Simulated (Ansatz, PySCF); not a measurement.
Ansatz (a first-principles code) was given this input:
Ansatz 0.2 input:
```yaml
crystal:
  periodic: [false, false, false]
  atoms:
    - {symbol: Ge, position_ang: [1.22058749, 0.60351433, -0.04933479]}
    - {symbol: C, position_ang: [-0.20095590, -0.46359725, 1.07359410]}
    - {symbol: C, position_ang: [-1.43133863, -0.74074658, 0.28294320]}
    - {symbol: C, position_ang: [-1.30515590, -1.84940825, -0.74180870]}
    - {symbol: C, position_ang: [-2.14952767, 0.49003547, -0.24466607]}
    - {symbol: H, position_ang: [2.48371454, 0.53620297, 0.74630935]}
    - {symbol: H, position_ang: [1.24049979, -0.18243686, -1.33223053]}
    - {symbol: H, position_ang: [0.66073857, 1.98451313, -0.19804008]}
    - {symbol: H, position_ang: [-0.35844003, 0.21186621, 1.91534037]}
    - {symbol: H, position_ang: [0.32760223, -1.36266221, 1.38913141]}
    - {symbol: H, position_ang: [-2.10708560, -1.15004263, 1.07172797]}
    - {symbol: H, position_ang: [-0.71136069, -1.50228449, -1.59218181]}
    - {symbol: H, position_ang: [-2.27938809, -2.13461527, -1.13288016]}
    - {symbol: H, position_ang: [-0.82106716, -2.73063392, -0.32746098]}
    - {symbol: H, position_ang: [-1.60033958, 0.88542123, -1.10492698]}
    - {symbol: H, position_ang: [-2.21987732, 1.26898346, 0.51165528]}
    - {symbol: H, position_ang: [-3.15192765, 0.24552956, -0.58810560]}
basis:
  gaussian:
    orbitals: STO-3G
hamiltonian:
  xc: hf
total_charge: 1
magnetization: {spin_polarized: true, initial_magnetization: 1}
accuracy: high
```

Convert this to an input for PySCF.

Several could match; the one computed here: 
```python
from pyscf import gto, scf

mol = gto.Mole()
mol.atom = '''
    Ge    1.22058749    0.60351433   -0.04933479
    C    -0.20095590   -0.46359725    1.07359410
    C    -1.43133863   -0.74074658    0.28294320
    C    -1.30515590   -1.84940825   -0.74180870
    C    -2.14952767    0.49003547   -0.24466607
    H     2.48371454    0.53620297    0.74630935
    H     1.24049979   -0.18243686   -1.33223053
    H     0.66073857    1.98451313   -0.19804008
    H    -0.35844003    0.21186621    1.91534037
    H     0.32760223   -1.36266221    1.38913141
    H    -2.10708560   -1.15004263    1.07172797
    H    -0.71136069   -1.50228449   -1.59218181
    H    -2.27938809   -2.13461527   -1.13288016
    H    -0.82106716   -2.73063392   -0.32746098
    H    -1.60033958    0.88542123   -1.10492698
    H    -2.21987732    1.26898346    0.51165528
    H    -3.15192765    0.24552956   -0.58810560
'''
mol.basis = 'sto-3g'
mol.charge = 1
mol.spin = 1
mol.verbose = 4
mol.build()

mf = scf.UHF(mol)
mf.kernel()
```

Both were run: Ansatz gave -2208.118685 Eh and PySCF -2208.118685 Eh, 0.000 mEh apart.
